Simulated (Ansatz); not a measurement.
Born–Oppenheimer molecular dynamics of FH$_{3}$HfO$_{3}$ (8 atoms, charge 0, multiplicity 1). It starts from a relaxed structure.

Method: RHF/def2-SVP (Ansatz).

| Property | Result |
| --- | --- |
| ensemble | NVT, Nosé–Hoover chain |
| time step | 0.25 fs |
| steps asked | 300 |
| set temperature | 1000 K |
| thermostat | time constant 1 fs, chain length 1 |
| seed | 489933 |

Frames 0.25 fs apart, positions in Å, forces in eV/Å.

Velocities at 7.5 fs (Å/ps):

```
Hf 0.19 1.39 0.19
F 5.75 -3.15 -1.24
O 6.07 -5.12 2.51
H -11.96 6.64 49.04
O -11.43 -9.06 -3.53
H 15.68 9.10 18.01
O -1.90 -2.96 -4.06
H -31.00 69.94 3.30
```

```xyz
8
Properties=species:S:1:pos:R:3:forces:R:3 time_fs=7.5 energy_less_start_eV=0.136 T=1039
Hf -0.104 -0.135 0.113 0.62 -1.33 -0.72
F 0.114 0.174 1.996 -0.06 0.18 0.36
O 1.703 -0.337 -0.634 -0.24 0.26 0.32
H 2.647 -0.323 -0.699 -0.43 -0.05 -0.06
O -1.144 1.260 -0.712 0.03 0.44 0.08
H -1.416 2.123 -0.961 -0.12 0.04 -0.12
O -1.092 -1.816 -0.148 0.04 0.54 0.17
H -1.947 -2.200 -0.249 0.17 -0.07 -0.02
8
Properties=species:S:1:pos:R:3:forces:R:3 time_fs=7.8 energy_less_start_eV=0.144 T=1016
Hf -0.104 -0.134 0.113 0.65 -1.36 -0.73
F 0.116 0.173 1.996 -0.06 0.18 0.37
O 1.705 -0.338 -0.633 -0.60 0.26 0.35
H 2.644 -0.321 -0.687 -0.10 -0.04 -0.09
O -1.147 1.258 -0.713 0.02 0.50 0.07
H -1.412 2.125 -0.957 -0.11 -0.01 -0.11
O -1.092 -1.817 -0.149 0.10 0.58 0.18
H -1.955 -2.182 -0.248 0.11 -0.11 -0.03
8
Properties=species:S:1:pos:R:3:forces:R:3 time_fs=8.0 energy_less_start_eV=0.153 T=988
Hf -0.104 -0.134 0.113 0.67 -1.39 -0.75
F 0.117 0.172 1.995 -0.07 0.18 0.38
O 1.706 -0.340 -0.633 -0.96 0.26 0.38
H 2.640 -0.320 -0.675 0.24 -0.04 -0.11
O -1.150 1.256 -0.714 0.01 0.56 0.05
H -1.408 2.127 -0.952 -0.10 -0.06 -0.10
O -1.093 -1.818 -0.150 0.14 0.61 0.19
H -1.962 -2.165 -0.248 0.07 -0.13 -0.04
8
Properties=species:S:1:pos:R:3:forces:R:3 time_fs=8.2 energy_less_start_eV=0.163 T=959
Hf -0.104 -0.134 0.113 0.69 -1.42 -0.76
F 0.118 0.171 1.995 -0.07 0.19 0.38
O 1.708 -0.341 -0.632 -1.30 0.26 0.40
H 2.638 -0.318 -0.663 0.57 -0.03 -0.12
O -1.153 1.254 -0.715 -0.01 0.62 0.04
H -1.405 2.130 -0.948 -0.09 -0.11 -0.09
O -1.093 -1.818 -0.151 0.16 0.63 0.19
H -1.970 -2.148 -0.247 0.05 -0.14 -0.04
8
Properties=species:S:1:pos:R:3:forces:R:3 time_fs=8.5 energy_less_start_eV=0.176 T=935
Hf -0.104 -0.134 0.114 0.71 -1.45 -0.77
F 0.120 0.171 1.995 -0.07 0.19 0.39
O 1.709 -0.342 -0.631 -1.61 0.26 0.41
H 2.635 -0.317 -0.651 0.87 -0.02 -0.13
O -1.155 1.252 -0.716 -0.02 0.69 0.03
H -1.401 2.132 -0.944 -0.08 -0.17 -0.08
O -1.094 -1.819 -0.152 0.15 0.65 0.19
H -1.977 -2.131 -0.246 0.06 -0.15 -0.04
8
Properties=species:S:1:pos:R:3:forces:R:3 time_fs=8.8 energy_less_start_eV=0.188 T=917
Hf -0.104 -0.133 0.114 0.73 -1.47 -0.79
F 0.121 0.170 1.994 -0.07 0.20 0.39
O 1.710 -0.343 -0.631 -1.88 0.25 0.41
H 2.633 -0.315 -0.640 1.12 -0.01 -0.12
O -1.158 1.249 -0.717 -0.03 0.76 0.02
H -1.397 2.134 -0.940 -0.07 -0.23 -0.07
O -1.094 -1.820 -0.153 0.12 0.65 0.19
H -1.985 -2.115 -0.245 0.09 -0.14 -0.04
8
Properties=species:S:1:pos:R:3:forces:R:3 time_fs=9.0 energy_less_start_eV=0.201 T=909
Hf -0.104 -0.133 0.114 0.74 -1.50 -0.80
F 0.122 0.169 1.994 -0.07 0.20 0.40
O 1.712 -0.344 -0.630 -2.09 0.25 0.41
H 2.631 -0.314 -0.628 1.32 -0.01 -0.11
O -1.161 1.247 -0.718 -0.04 0.82 0.01
H -1.394 2.136 -0.935 -0.06 -0.28 -0.06
O -1.095 -1.820 -0.154 0.07 0.65 0.19
H -1.992 -2.098 -0.245 0.14 -0.14 -0.04
8
Properties=species:S:1:pos:R:3:forces:R:3 time_fs=9.2 energy_less_start_eV=0.213 T=911
Hf -0.104 -0.133 0.114 0.76 -1.52 -0.80
F 0.124 0.168 1.994 -0.07 0.20 0.40
O 1.713 -0.346 -0.629 -2.23 0.25 0.39
H 2.631 -0.312 -0.617 1.44 0.00 -0.10
O -1.164 1.245 -0.718 -0.05 0.88 0.00
H -1.390 2.137 -0.931 -0.06 -0.33 -0.06
O -1.095 -1.821 -0.155 0.00 0.64 0.19
H -1.999 -2.082 -0.244 0.21 -0.12 -0.03
8
Properties=species:S:1:pos:R:3:forces:R:3 time_fs=9.5 energy_less_start_eV=0.224 T=926
Hf -0.104 -0.132 0.114 0.77 -1.54 -0.81
F 0.125 0.168 1.994 -0.08 0.21 0.41
O 1.714 -0.347 -0.628 -2.28 0.25 0.38
H 2.631 -0.311 -0.605 1.49 0.01 -0.08
O -1.167 1.243 -0.719 -0.06 0.93 0.00
H -1.387 2.139 -0.927 -0.05 -0.37 -0.05
O -1.095 -1.821 -0.156 -0.09 0.64 0.18
H -2.006 -2.065 -0.243 0.30 -0.11 -0.03
8
Properties=species:S:1:pos:R:3:forces:R:3 time_fs=9.8 energy_less_start_eV=0.234 T=951
Hf -0.104 -0.132 0.114 0.78 -1.57 -0.82
F 0.127 0.167 1.994 -0.08 0.21 0.41
O 1.715 -0.348 -0.628 -2.25 0.25 0.37
H 2.632 -0.309 -0.593 1.46 0.01 -0.07
O -1.169 1.241 -0.720 -0.06 0.97 0.00
H -1.383 2.140 -0.923 -0.05 -0.40 -0.05
O -1.096 -1.822 -0.157 -0.19 0.63 0.18
H -2.013 -2.048 -0.243 0.40 -0.10 -0.02
8
Properties=species:S:1:pos:R:3:forces:R:3 time_fs=10.0 energy_less_start_eV=0.243 T=984
Hf -0.104 -0.132 0.114 0.79 -1.59 -0.83
F 0.128 0.166 1.993 -0.08 0.21 0.42
O 1.716 -0.349 -0.627 -2.14 0.26 0.36
H 2.634 -0.307 -0.581 1.34 0.01 -0.06
O -1.172 1.239 -0.721 -0.06 1.00 0.00
H -1.380 2.142 -0.919 -0.05 -0.43 -0.05
O -1.096 -1.822 -0.158 -0.31 0.63 0.17
H -2.021 -2.030 -0.242 0.51 -0.09 -0.01
8
Properties=species:S:1:pos:R:3:forces:R:3 time_fs=10.2 energy_less_start_eV=0.251 T=1022
Hf -0.104 -0.131 0.114 0.80 -1.61 -0.83
F 0.130 0.165 1.993 -0.08 0.22 0.42
O 1.717 -0.350 -0.626 -1.96 0.27 0.35
H 2.637 -0.306 -0.569 1.15 0.00 -0.05
O -1.175 1.237 -0.722 -0.05 1.02 0.00
H -1.376 2.142 -0.915 -0.06 -0.44 -0.05
O -1.097 -1.823 -0.159 -0.43 0.63 0.16
H -2.027 -2.013 -0.241 0.62 -0.08 -0.01
```

Of the whole run (75 fs, mean temperature of the second half 1006 K): The conserved energy stayed within 0.079 meV per atom of its start (net change 0.055 meV per atom), so the integration is sound. A run of 0.075 ps of so small a system gives no equilibrium averages.

Run time: 9.6 min on 1 thread of Arm Neoverse V2 (shared host), peak memory 0.19 GiB.
